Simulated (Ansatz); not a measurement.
Total energies of Cl$_{2}$F$_{3}$HMoO, SMILES `[OH][Mo]([F])([F])([F])([Cl])[Cl]`.

```xyz
8

O    -0.930   -0.625   -1.047
Mo    0.275    0.133    0.086
F     1.068   -1.472    0.486
F    -0.296    1.838   -0.279
F     1.191    0.838    1.504
Cl   -1.383   -0.183    1.675
Cl    1.899    0.447   -1.456
H    -1.823   -0.976   -0.970
```

Total charge 0; spin multiplicity 1. Correlated methods include outer-core shells of Mo, which these sets cover unevenly. Mo: def2 effective core potential. Geometry: relaxed with PBE0-D4/def2-TZVP. It is one conformer, not always the lowest. Basis def2-TZVPP, Ansatz 0.2.0.

RPA on PBE orbitals: Hartree–Fock energy of these orbitals -1360.42609 Eh, correlation -2.95041 Eh (frozen core).

```
functional  energy without D4 (Eh)  D4 term (kJ/mol)
       PBE             -1363.70728             -26.9
    revPBE             -1364.15871             -72.6
    r2SCAN             -1364.22836              -6.3
    B97M-V             -1364.03033                 –
   r2SCANh             -1364.16239              -6.8
     BHLYP             -1364.05451             -36.1
 CAM-B3LYP             -1364.25226             -23.5
   LC-ωPBE             -1363.90283                 –
   ωB97X-V             -1364.04376                 –
   ωB97M-V             -1364.12367                 –
```

Problem. Give the same for LDA (SPW92), BLYP, PBE0, B3LYP, r2SCAN0, HSE06 (plane-wave form), B2PLYP, PBE-QIDH. (Best estimate.)

Solution. Computed: 
```csv
functional,energy without D4 (Eh),D4 term (kJ/mol)
LDA (SPW92),-1358.91332,–
BLYP,-1364.35335,-58.3
PBE0,-1363.68492,-22.9
B3LYP,-1364.42140,-43.8
r2SCAN0,-1364.06697,-7.6
HSE06 (plane-wave form),-1363.65457,-21.5
B2PLYP,-1363.82697,–
PBE-QIDH,-1363.40026,–
```

B3LYP takes the VWN-RPA correlation (the form of Gaussian; ORCA's B3LYP/G). HSE06 is the plane-wave form, built on full-range PBE exchange. The double hybrids freeze the cores in their second-order part.

LC-ωPBE has ω = 0.4 bohr⁻¹.
